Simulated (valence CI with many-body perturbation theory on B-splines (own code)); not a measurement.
Ho LIV: key properties

Computed by valence CI with perturbative core correlation (CI+MBPT): four valence electrons over a frozen Dirac-Fock core [Ne], a basis of 9 s, 9 p, 8 d, 6 f, 3 g, 1 h functions for each j, with the one-electron correlation potential Σ1 (screened to all orders), the two-electron term Σ2, the three-electron term Σ3, Breit, model QED; selected single and double excitations, second order for the rest, scaled by the run's own slope (own B-spline code, finite nucleus).

No measured spectrum was set against this ion. As an estimate, large intervals hold to a few tenths of a per cent, small ones and those within an open d or f shell to about a per cent.

Levels are named by their leading jj configuration (3d3/2^4 stands for four electrons in 3d with j = 3/2), which in mixed levels can hold well under half, so a name can repeat and another be missing.

Rates and lifetimes use the calculated energies. Strong lines usually hold to 10 to 20 %, long lifetimes can be off by a factor of two.

Question: What is the ground level?

Answer: (3s^2 3p1/2^2) J=0, composition 70 % 3s2 3p2 3P + 30 % 3s2 3p2 1S.

Question: How well does LS coupling describe the low levels?

Answer: Among the lowest 20 levels the leading LS term, summed over configurations, holds 58 % on average. For single configurations the figures are 56 % in LS and 93 % in jj coupling. Terms mix most in the J = 2 level at 4527.8 × 10³ cm⁻¹, where the leading one holds 29 %.

Question: What are the static dipole polarisabilities of the lowest levels?

Answer: (3s^2 3p1/2^2) J=0 0.00396 bohr³, of which the core gives 7.04e-05.

Question: Where does the other parity begin?

Answer: At (3s 3p1/2^2 3p3/2) J=2, 2883.7 × 10³ cm⁻¹.

Question: Name the longest-lived excited levels whose lifetime is computed, and their main decay.

Answer: (3s^2 3p1/2 3p3/2) J=2 at 1793.0 × 10³ cm⁻¹ lives 1.45 μs, mostly by E2 to (3s^2 3p1/2^2) J=0; (3s^2 3p1/2 3p3/2) J=1 at 1725.6 × 10³ cm⁻¹ lives 15.8 ns, mostly by M1 to (3s^2 3p1/2^2) J=0; (3s^2 3p3/2 3d5/2) J=4 at 5520.8 × 10³ cm⁻¹ lives 13.8 ns, mostly by M1 to (3s^2 3p1/2 3d5/2) J=3.
